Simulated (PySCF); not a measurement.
An equivalent PySCF input for Se⁺ (selenium, charge +1), [Ar] 3d10 4s2 4p3, high-spin 4S determinant, with the non-relativistic Hamiltonian (point nucleus):

```python
from pyscf import gto, scf, dft, mp, cc
import basis_set_exchange as bse
mol = gto.M(atom="Se 0 0 0", charge=1, spin=3, symmetry="D2h",
            basis=gto.basis.parse(bse.get_basis("def2-SVP", elements=["Se"], fmt="nwchem", header=False)))
mf = dft.UKS(mol, xc="MN15")
mf.irrep_nelec = {'Ag': (6, 6), 'B1g': (1, 1), 'B2g': (1, 1), 'B3g': (1, 1), 'B1u': (3, 2), 'B2u': (3, 2), 'B3u': (3, 2)}
mf.kernel()
```

It reaches the same state as the run whose output follows, with an energy that differs only through the grid. The run itself started from symmetry-adapted Hartree-Fock orbitals and held the occupation by maximum overlap, on a logarithmic radial grid, so the iterations belong to that start.

```
SCF conv_tol = 1e-09
number electrons alpha = 18  beta = 15
XC functionals = MN15
    H. S. Yu, X. He, S. L. Li, and D. G. Truhlar.,  Chem. Sci. 7, 5032-5051 (2016)
    H. S. Yu, X. He, S. L. Li, and D. G. Truhlar.,  Chem. Sci. 7, 5032-5051 (2016)
cycle= 1 E= -2401.14612587789  delta_E= -0.0102  |g|= 0.14  |ddm|= 0.142
cycle= 2 E= -2401.14707308629  delta_E= -0.000947  |g|= 0.108  |ddm|= 0.0866
cycle= 3 E= -2401.14859765943  delta_E= -0.00152  |g|= 0.00107  |ddm|= 0.0434
cycle= 4 E= -2401.14859787404  delta_E= -2.15e-07  |g|= 6.83e-05  |ddm|= 0.000964
cycle= 5 E= -2401.14859787516  delta_E= -1.11e-09  |g|= 1.46e-06  |ddm|= 9.5e-05
cycle= 6 E= -2401.14859787516  delta_E= -1.36e-12  |g|= 1.05e-07  |ddm|= 5.38e-06
converged SCF energy = -2401.14859787516  <S^2> = 3.7504029  2S+1 = 4.0002015
```
